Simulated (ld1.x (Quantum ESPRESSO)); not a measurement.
# Pseudopotential generation for In (Z = 49): RRKJ, PBE, fully relativistic.

```
Element                 : indium
Generator               : ld1.x (Quantum ESPRESSO) 7.5
Type                    : norm-conserving RRKJ (Kleinman–Bylander form)
Functional              : PBE
Relativity              : fully relativistic
Frozen core             : [Ar] 3d10
Valence charge          : 21
Reference configuration : 4s2 4p6 4d10 5s2 5p0 (charge +1)
Partial waves           : 4s (bound): rc 1.50 bohr; 4p (bound): rc 1.15 bohr; 4d (bound): rc 1.10 bohr
Local potential         : all-electron potential smoothed inside 1.25 bohr (lloc = -1)
Core correction         : none
```

Open shells are filled in proportion to 2j + 1 (rel_dist='average').

Occupied shells without a wave of their own: 5s. They enter only through the test configuration that unscreens the potential.

All-electron outer shells of the reference configuration (PBE, scalar-relativistic, ld1.x):

| shell | level (eV) | outermost node (bohr) | outermost maximum (bohr) |
| --- | --- | --- | --- |
| 3d | -440.17 | – | 0.26 |
| 4s | -127.12 | 0.41 | 0.77 |
| 4p | -85.60 | 0.42 | 0.82 |
| 4d | -26.07 | 0.40 | 0.94 |
| 5s | -14.92 | 1.02 | 2.11 |
| 5p | -8.43 | 1.14 | 2.64 |

What the tests gave:

| Quantity | Value |
| --- | --- |
| Largest excitation error | -5387 meV (all-electron minus pseudo) for 4s2 4p6 4d10 5s0 5p0, out of 7 test configurations |

A Bessel basis up to 400 Ry misses an occupied level by 0.04 Ry, so cutoffs and ghosts were not judged. The potential misses its own reference levels by up to 1.8 eV, so it is not fit for use.

Generation and tests took about 3.5 s on one core of a shared server CPU.
